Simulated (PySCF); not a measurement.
**SMILES C[N@@H+]1[BH2-][NH2+][B@H-]1O, CH$_{10}$B$_{2}$N$_{2}$O**

Cartesian coordinates in Å; atom numbers follow the order of the lines, from 1:
```xyz
16

C    -1.8244   -0.4695    0.3058
N    -0.6104   -0.0361   -0.3723
B     0.6149   -1.0481   -0.4527
N     1.5597   -0.0616    0.3577
B     0.3556    1.0165    0.3893
O     0.6240    2.1742   -0.3592
H    -2.3158   -1.2680   -0.2538
H    -1.5621   -0.8483    1.2907
H    -2.5181    0.3644    0.4273
H    -0.8730    0.3174   -1.2863
H     0.4013   -2.0513    0.1401
H     0.9899   -1.1951   -1.5709
H     2.3874    0.2555   -0.1330
H     1.8469   -0.3951    1.2680
H    -0.0114    1.2689    1.4845
H     0.9278    1.9852   -1.2466
```

Method used: TDDFT PBE0/def2-SVPD circular dichroism and optical rotation, one conformer, gas phase in PySCF 2.14.0. Geometry: GFN2-xTB.

The molecule is flexible and this is one conformer; a measurement averages over conformers. States above about 7.8 eV lie in this functional's continuum (it starts at minus the energy of the highest occupied orbital, well below the true ionisation energy for most functionals) and depend on the basis.

Stereocentres: N2 R, B5 R.

Task: What is the specific rotation at 633, 589.3, 546, 436, 405, 365, 355 nm?

Result: [α] in deg dm⁻¹ (g/mL)⁻¹:
```tsv
λ (nm)	origin-invariant length gauge	modified velocity gauge	length gauge (centre of mass)	isotropic polarisability (au)
633	-47.5	-46.6	-47.7	63.7
589.3	-55.3	-54.2	-55.6	63.9
546	-65.2	-63.9	-65.5	64.2
436	-107.1	-104.7	-107.7	65.2
405	-126.5	-123.6	-127.1	65.7
365	-160.4	-156.3	-161.2	66.5
355	-171.0	-166.5	-171.8	66.7
```

Task: And for the mirror image at 589.3 nm?

Result: +55.3 deg dm⁻¹ (g/mL)⁻¹ (origin-invariant length gauge): the same size and the opposite sign.

Task: What is the molar rotation [Φ] = [α]·M/100 of the geometry above at 589.3 nm?

Result: With M = 87.72 g/mol, -48.5 deg cm² dmol⁻¹ (origin-invariant length gauge).

The first excitation lies at 6.77 eV (183 nm) with R = +19.8 × 10⁻⁴⁰ esu² cm² (velocity form).
